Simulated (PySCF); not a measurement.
Telling isomers of C₆H₉N apart by NMR

[PySCF 2.14: σ from GIAO-PBE0/pcSseg-1; GFN2-xTB structure; a single conformation; no relativistic terms; one averaged value for each set of equivalent atoms; no solvent]

Shifts are taken against calculated references (same method and geometry level): ¹H (σref 31.72), ¹³C (σref 186.93) against TMS. Where no couplings were computed, multiplicities follow the n + 1 count of equivalent neighbours, and m marks all less simple cases (inequivalent or close neighbours, rings, F or P nearby). Shifts are as computed. Against solution values, carbons near 30 ppm lie about +3 ppm off and those near 130 ppm about +5 ppm. Of 1211 compounds with measured shifts, 218 miss one by over three times the rms of a fit or turn the order of signals round; such compounds aren't used in these exercises.

(1) Tabulate the signals of `C=CC(C=C)N=C`, `C1=N[C@@H]1C1CCC1` and their relative energies.

(2) What is the quickest way to tell C=CC(C=C)N=C from C1=N[C@@H]1C1CCC1?

Answers

(1) 
| SMILES | carbon types | δC | δH | E rel. (kcal/mol) |
| --- | --- | --- | --- | --- |
| C=CC(C=C)N=C | 3×CH 3×CH2 | 155.2, 149.7, 119.6, 84.5 | 7.78 (d, 1H), 7.35 (d, 1H), 6.24 (m, 2H), 5.59 (m, 2H), 5.30 (m, 2H), 3.97 (t, 1H) | 0.0 |
| C1=N[C@@H]1C1CCC1 | 3×CH 3×CH2 | 181.9, 42.0, 34.3, 26.4, 24.5, 17.3 | 10.66 (d, 1H), 2.41 (m, 1H), 2.23 (m, 1H), 2.15 (m, 1H), 1.99 (m, 1H), 1.87 (m, 1H), 1.87 (m, 1H), 1.46 (m, 1H), 1.33 (m, 1H) | 11.8 |

Energies are electronic energies at PBE0/pcSseg-1 on these geometries, without zero-point or thermal terms, each for the one conformer computed, which needn't be the lowest.

(2) Count the carbon signals: 4 against 6. The first has a C=N carbon (CH2) at 155.2 ppm, the second an sp3 CH2 in a ring at 26.4 ppm. Their most deshielded carbons lie at 155.2 and 181.9 ppm. In the proton spectra the most deshielded non-exchanging signals are 7.78 (d, 1H) and 10.66 (d, 1H).
